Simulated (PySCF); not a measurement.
C2H6B, SMILES C[B]C (connectivity only; charge and spin as stated), charge +1, multiplicity 1.

The structure is a stationary point at ωB97X-D3(BJ)/def2-TZVP. The spin state was assumed, not searched. The isomer is the one that the SMILES or the coordinates give; other isomers of the formula were not compared.

Two levels are set side by side: PBE/def2-TZVPD (PySCF) and M06-2X/def2-TZVPD (PySCF). Same geometry, gas phase. Differences are taken from unrounded values.

```json
[
 {"quantity": "orbital gap (eV)", "PBE": "7.11"},
 {"quantity": "highest occupied level (eV)", "PBE": "-15.62"},
 {"quantity": "lowest empty level (eV)", "PBE": "-8.51"},
 {"quantity": "mean polarisability (bohr³)", "PBE": "35.2"}
]
```

Question: These are the PBE values. What does M06-2X give? (The exact figures need the calculation; the answer reports its results.)

Answer: 
```tsv
quantity	M06-2X	PBE minus M06-2X
orbital gap (eV)	11.99	-4.88
highest occupied level (eV)	-18.51	2.88
lowest empty level (eV)	-6.51	-2.00
mean polarisability (bohr³)	33.6	1.7
```

Without exact exchange PBE keeps part of each electron's self-repulsion, which lifts occupied levels and narrows the gap. Loosely held outer electrons make PBE densities more polarisable. Differences between two approximate levels are no errors against the true value.

Rough cost on one machine, each run with all the roots and properties that it gave: M06-2X against PBE about 4 times.
